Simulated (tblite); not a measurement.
Isomers of C6H8ClO (doublet state). Method: GFN2-xTB as coded in tblite; computed harmonic values from a numerical Hessian at the method's own geometry, unscaled. Against measured fundamentals such values can be off by several per cent, at times by over 20. One conformer each. Open shells enter through the occupations alone, without spin polarisation, and single modes of such species can be off by tens of per cent.

Electronic energies: GFN2-xTB at the same geometries; isomer energies are rough at this level and their order can be wrong.

| SMILES | electronic energy, lowest = 0 (kJ/mol) |
| --- | --- |
| O[C@@H]1[CH]C=C[C@@H](Cl)C1 | 0.0 |
| O[C@@]12[CH][C@@H]1C[C@@H](Cl)C2 | 100.6 |
| [O][C@@]12C[C@@H](Cl)C[C@@H]1C2 | 1.7 |

**Question.** How do GFN2-xTB zero-point energies change the relative energies?

**Answer.** 
| SMILES | ZPE (kJ/mol) | of it from modes above 1550 cm⁻¹ | electronic (kJ/mol) | with ZPE, lowest = 0 (kJ/mol) | lowest mode (cm⁻¹) | rings |
| --- | --- | --- | --- | --- | --- | --- |
| O[C@@H]1[CH]C=C[C@@H](Cl)C1 | 324.5 | 146.6 | 0.0 | 0.0 | 97 | 1 |
| [O][C@@]12C[C@@H](Cl)C[C@@H]1C2 | 326.9 | 144.5 | 1.7 | 4.1 | 103 | 2 |
| O[C@@]12[CH][C@@H]1C[C@@H](Cl)C2 | 324.1 | 147.0 | 100.6 | 100.3 | 80 | 2 |

The zero-point energies span 2.8 kJ/mol, from `O[C@@]12[CH][C@@H]1C[C@@H](Cl)C2` to `[O][C@@]12C[C@@H](Cl)C[C@@H]1C2`. The order is unchanged.

**Question.** What do entropy and thermal enthalpy add at 298.15 K and 1 bar (rigid rotor, harmonic oscillator, one conformer each)?

**Answer.** 
| SMILES | point group | symmetry number | S (J/(mol K)) | H − H(0) (kJ/mol) | ZPE + H − H(0) − TS (kJ/mol) |
| --- | --- | --- | --- | --- | --- |
| O[C@@H]1[CH]C=C[C@@H](Cl)C1 | C1 | 1 | 371.4 | 23.26 | 237.0 |
| [O][C@@]12C[C@@H](Cl)C[C@@H]1C2 | C1 | 1 | 361.5 | 22.00 | 241.1 |
| O[C@@]12[CH][C@@H]1C[C@@H](Cl)C2 | C1 | 1 | 374.9 | 23.46 | 235.8 |

S holds R ln(2S + 1) for the spin.
